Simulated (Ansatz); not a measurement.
Gas-phase electronic energies from Ansatz, PBE0-D4/def2-TZVP geometries. CCSD(T)/CBS is the MP2 limit (def2-TZVPP, def2-QZVPP) plus CCSD(T) − MP2 in def2-TZVPP, frozen cores. This one scheme is used for every species. DFT in def2-TZVPP. B3LYP here is the variant with VWN-RPA as its local correlation; programs differ in this. For Ga outer-core shells are correlated without core-valence functions, which leaves a few kJ/mol of doubt a bond. Scalar relativity is left out up to krypton. Each species was taken in one conformer, which may not be the lowest.

Consider the formal exchange of groups at a Ga–N bond: `[NH2][GaH][NH2]` + `O[SiH3]` → `[NH2][GaH][SiH2]O` + NH₃.

| level | ΔE (kJ/mol) | difference from CCSD(T)/CBS |
| --- | --- | --- |
| r2SCAN-D4 | 22.6 | -7.0 |
| PBE0-D4 | 15.0 | -14.6 |
| B3LYP-D4 | 22.1 | -7.5 |
| B2PLYP | 30.9 | 1.3 |
| HF/def2-TZVPP | 45.2 | 15.6 |
| MP2/def2-TZVPP | 37.2 | 7.6 |
| CCSD/def2-TZVPP | 31.9 | 2.3 |
| CCSD(T)/def2-TZVPP | 29.8 | 0.2 |
| HF/def2-QZVPP | 46.6 | 17.0 |
| CCSD/CBS(def2) | 31.7 | 2.1 |
| CCSD(T)/CBS | 29.6 | 0 |

Largest T1 diagnostic among the species: 0.014.

The D4 term adds −3.3 kJ/mol with B3LYP and −2.0 kJ/mol with PBE0; it sums over pairs of atoms, weighted by their polarisabilities, and B3LYP, whose exchange is more repulsive, gets the larger term. From PBE to PBE0 (25 % exact exchange), in def2-TZVPP and without D4, ΔE moves by +6.4 kJ/mol. In def2-TZVPP, CCSD(T) changes the Hartree–Fock value by −15.4 kJ/mol (the triples alone add −2.1 kJ/mol) and MP2 by −7.9 kJ/mol.
